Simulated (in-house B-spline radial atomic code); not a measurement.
Configurations of W+, with energies counted from [Xe] 4f14 5d4 6s1. Computed with a radial B-spline atomic code at the basis-set limit: Dirac-Hartree-Fock, average of configuration, Fermi nucleus of rms radius 5.3658 fm. Energies include first-order Breit, QED and recoil terms.

Occupations are held fixed; configurations that lie above the ionisation limit could autoionise.

| configuration | E - E(ref) (eV) | highest orbital | its <r> (bohr) |
| --- | --- | --- | --- |
| [Xe] 4f14 5d4 9p1 | 12.285 | 9p3/2 | 22.55 |
| [Xe] 4f14 5d4 7f1 | 12.552 | 7f5/2 | 23.62 |
| [Xe] 4f14 5d3 6s1 7g1 | 14.195 | 7g7/2 | 31.72 |
| [Xe] 4f13 5d4 6s1 6p1 | 37.416 | 6p3/2 | 3.867 |
| [Xe] 4f13 5d4 6s1 10g1 | 47.311 | 10g7/2 | 69.95 |
| [Kr] 4d10 4f14 5s2 5p5 5d4 5f1 6s1 | 54.679 | 5f5/2 | 8.67 |

Question: Order these further configurations by energy, lowest first.
A. [Xe] 4f14 5d4 5f1
B. [Xe] 4f14 5d4 10f1
C. [Xe] 4f14 5d4 6f1
D. [Xe] 4f14 5d4 9g1
E. [Xe] 4f14 5d4 7g1

Answer: A (10.646 eV), C (11.878 eV), E (12.969 eV), B (13.403 eV), D (13.408 eV).

Question: How far above the reference does [Kr] 4d10 4f14 5s2 5p5 5d4 6s1 10g1 lie?

Answer: 57.593 eV; its least bound orbital is 10g7/2 with <r> = 69.95 bohr.
